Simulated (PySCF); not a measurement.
C2H5ClO2Si.
Z-matrix (Å and degrees, PBE0-D3(BJ)/def2-SVP geometry), rows numbered from 1:
```
C 
C   1  1.4938
O   2  1.2084  1  125.93
O   2  1.3389  1  113.56  3  -179.94
Si  4  1.7145  2  113.34  1   179.97
Cl  5  2.0558  4  102.85  2  -179.58
H   1  1.0951  2  109.98  3    -0.21
H   1  1.0997  2  109.45  3   121.23
H   1  1.0998  2  109.50  3  -121.75
H   5  1.4792  4  110.65  2   -64.02
H   5  1.4794  4  110.56  2    64.81
```

Level of theory: PySCF 2.14.0, PBE0-D3(BJ)/def2-SVP geometry optimisation, gas phase.

Masses are those of the commonest isotopes; rigid-rotor values at the optimised geometry. The values belong to one conformer with, in the numbering `[CH3:1][C:2](=[O:3])[O:4][SiH2:5][Cl:6]`, C1–C2–O4–Si5 180°, C2–O4–Si5–Cl6 180°.

Question: Give the principal moments of inertia and the rotational constants in cm⁻¹.

Answer: Ia = 74.63, Ib = 453.57, Ic = 518.75 u·Å²; 505379 MHz·u·Å²/I gives 6772, 1114 and 974.2 MHz, that is A = 0.22589, B = 0.03717, C = 0.03250 cm⁻¹.

Question: Classify the top.

Answer: A near-prolate asymmetric top. Ray's parameter κ = (2B − A − C)/(A − C) = -0.952; −1 is the prolate and +1 the oblate limit.

Question: What does the inertial defect say?

Answer: Not planar: Δ = Ic − Ia − Ib = -9.44 u·Å². For a rigid frame Δ = −2 Σ m c², so Σ m c² = 4.72 u·Å² lies off the ab plane, practically all of it from hydrogen. The atom farthest from that plane is 1.25 Å away.

Question: Give the other two planar moments, Paa and Pbb, and the rms extents of the mass along the axes.

Answer: Paa = Σ m a² = (Ib + Ic − Ia)/2 = 448.85 and Pbb = Σ m b² = (Ia + Ic − Ib)/2 = 69.91 u·Å². With the mass M = 123.97 u, the rms extents √(P/M) along a, b and c are 1.90, 0.75, 0.20 Å.

Question: Which lines would a microwave search look for?

Answer: The dipole components are |μa| = 1.20 D, |μb| = 1.02 D, |μc| = 0.00 D; the mirror of this Cs structure is the ab plane, so μc vanishes by symmetry (the 0.01 D computed is a residue) and there are no c-type lines. Intensities carry the squares of the components, which stand as 1.00 : 0.72 (a : b). Some lines, for components of 0.1 D or more:

```tsv
type	branch	J(Ka,Kc)	MHz	lower level (cm⁻¹)
a	Q	2(1,1) ← 2(1,2)	420	0.393
a	R	1(0,1) ← 0(0,0)	2088	0.000
a	R	2(1,2) ← 1(1,1)	4037	0.258
a	R	2(0,2) ← 1(0,1)	4174	0.070
a	R	2(1,1) ← 1(1,0)	4317	0.263
b	Q	1(1,0) ← 1(0,1)	5798	0.070
b	Q	2(1,1) ← 2(0,2)	5940	0.209
b	R	1(1,1) ← 0(0,0)	7746	0.000
b	R	2(1,2) ← 1(0,1)	9695	0.070
b	Q	2(2,0) ← 2(1,1)	16976	0.407
b	Q	2(2,1) ← 2(1,2)	17393	0.393
b	R	2(2,1) ← 1(1,0)	21290	0.263
b	R	2(2,0) ← 1(1,1)	21433	0.258
```

Not checked by PBE0-D3(BJ)/def2-SVP frequencies. Zero-point vibration and centrifugal distortion are left out. A rigid rotor knows nothing of internal rotation, which can split or shift real lines. Quadrupole hyperfine structure (35Cl) is left out.
